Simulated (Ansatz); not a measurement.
Isomers of Ge$_{2}$O$_{4}$⁺ (doublet), relaxed with PBE-D4/def2-SVP; total energies from Ansatz at CAM-B3LYP-D4/def2-TZVP.

```
isomer                                              description  energy (Eh)
     A  point group Cs; 4 × Ge–O 1.80 to 2.01 Å; 2 × O–O 1.36 Å  -4454.79702
     B  point group Cs; 4 × Ge–O 1.69 to 2.06 Å; 2 × O–O 1.36 Å  -4454.78763
     C  point group C2; 4 × Ge–O 1.90 to 1.92 Å; 2 × O–O 1.37 Å  -4454.74115
     D  point group C2; 6 × Ge–O 1.99 to 2.17 Å; 2 × O–O 1.43 Å  -4454.72699
```

The isomers come from a short search, and lower ones may exist.

Q: Work out the relative energies (1 Eh = 2625.5 kJ/mol) and the Boltzmann populations at 1200 K from electronic energies alone (R = 8.314 J/mol/K).

A: ΔE: A 0.0, B 24.7, C 146.7, D 183.9 kJ/mol. RT = 9.98 kJ/mol. Factors exp(−ΔE/RT): A 1, B 0.0842, C 4.13e-07, D 9.94e-09; sum 1.084. Populations: A 92.2 %, B 7.8 %, C 0.0 %, D 0.0 %. Zero-point energy, vibrational entropy and symmetry numbers are left out and can shift these; an error of 4 kJ/mol changes a ratio by a factor of 1.5. Over the other density-functional and correlated levels in def2 sets, the gap between A and B ranges from 13 to 32 kJ/mol.
